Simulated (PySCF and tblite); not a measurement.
Values are calculated unless marked as measured or tabulated.
C6H9F3, numbered as in [F:1][C@H:2]1[CH2:3][CH2:4][C@H:5]([F:6])[C@H:7]([F:8])[CH2:9]1.

Free energies: PBE0-D3(BJ)/pcSseg-1 on GFN2-xTB structures plus GFN2-xTB thermal terms, symmetry and mirror images included. Conformers within 2.5 kcal/mol (GFN2-xTB free energy) were kept, 3 at most. Of two unlike H on one atom, a is the less shielded (PBE0/pcSseg-1). Codes: tblite and PySCF.

An NOE distance is ⟨r⁻⁶⟩^(−1/6) over all pairs of like atoms and, for the average, over conformers.

The 6-ring runs over atoms 2–3–4–5–7–9.

| conformer | shape | weight % |
| --- | --- | --- |
| 1 | 6-ring chair (F1, F6 axial) | 94.1 |
| 2 | 6-ring chair (F8 axial) | 5.9 |

Question: Which H–H contacts under 3.5 Å would NOEs report (pairs on one atom left out) at 298.15 K?

Answer: 
```csv
pair,in 1 (Å),in 2 (Å),average (Å)
H2 ··· H3b,2.47,2.47,2.47
H3a ··· H4b,2.47,2.50,2.47
H3b ··· H4a,2.46,2.50,2.47
H2 ··· H9b,2.49,2.46,2.49
H7 ··· H9a,2.49,2.52,2.49
H4b ··· H5,2.51,2.50,2.51
H5 ··· H7,2.51,2.50,2.51
H2 ··· H3a,2.50,3.06,2.52
H2 ··· H9a,2.51,3.06,2.52
H3a ··· H4a,2.50,3.07,2.52
H4a ··· H5,2.51,3.06,2.52
H4b ··· H7,2.52,4.30,2.54
H3b ··· H9b,2.63,4.28,2.65
H3b ··· H4b,3.06,2.51,3.00
H7 ··· H9b,3.06,2.51,3.00
```

Longer pairs under the limit may be missing.

Question: In a model where alignment follows shape alone (order matrix 0.0005 × (3G/tr G − 1)/2, G the second moments of the atom positions; splitting J + 2D), what are the one-bond C–H dipolar couplings D?

Answer: H2 -0.6 Hz (-0.8 in conformer 1), H3a -0.8 Hz (-1.1 in conformer 1), H3b 2.7 Hz (2.9 in conformer 1), H4a -0.7 Hz (-0.9 in conformer 1), H4b 2.7 Hz (2.9 in conformer 1), H5 -0.7 Hz (-0.9 in conformer 1), H7 2.6 Hz (2.9 in conformer 1), H9a -0.7 Hz (-0.9 in conformer 1), H9b 2.7 Hz (2.9 in conformer 1).


Conformer gaps in pcSseg-1 on xTB geometries can be 2 kcal/mol off for S=O, P=O and other polar bonds.